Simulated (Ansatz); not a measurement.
AlH9N2Si2, SMILES `[NH2][AlH][N]([SiH3])[SiH3]` at its PBE0-D4/def2-TZVP geometry, where that method's forces vanish. The species carries charge 0 and has multiplicity 1.

```xyz
14

N     0.3357   -0.1749    2.6501
Al    0.1712    0.8773    1.2452
N    -0.0571    0.1505   -0.3847
Si   -0.1912    1.1552   -1.7910
Si   -0.1226   -1.5621   -0.6287
H     0.2799   -1.1797    2.6543
H     0.4843    0.1720    3.5837
H     0.2288    2.4424    1.4133
H    -1.5817    1.1771   -2.3225
H     0.6957    0.6503   -2.8764
H     0.2087    2.5432   -1.4416
H    -0.4755   -2.2414    0.6474
H     1.1782   -2.1108   -1.1006
H    -1.1544   -1.8990   -1.6485
```

**Question.** What forces (eV/Å) does PBE-D4/def2-TZVPP give on these atoms in Ansatz 0.2.0? (An estimate is asked.)

**Answer.** Ansatz gave: 
```
N1  -0.006  0.074 -0.098
Al2  0.008  0.206  0.018
N3   0.004  0.031  0.083
Si4 -0.017  0.113 -0.161
Si5 -0.002 -0.188 -0.036
H6  -0.017 -0.358  0.016
H7   0.051  0.100  0.330
H8   0.005  0.103  0.012
H9  -0.146  0.005 -0.063
H10  0.093 -0.046 -0.118
H11  0.041  0.146  0.035
H12 -0.038 -0.076  0.136
H13  0.135 -0.065 -0.050
H14 -0.109 -0.045 -0.103
```
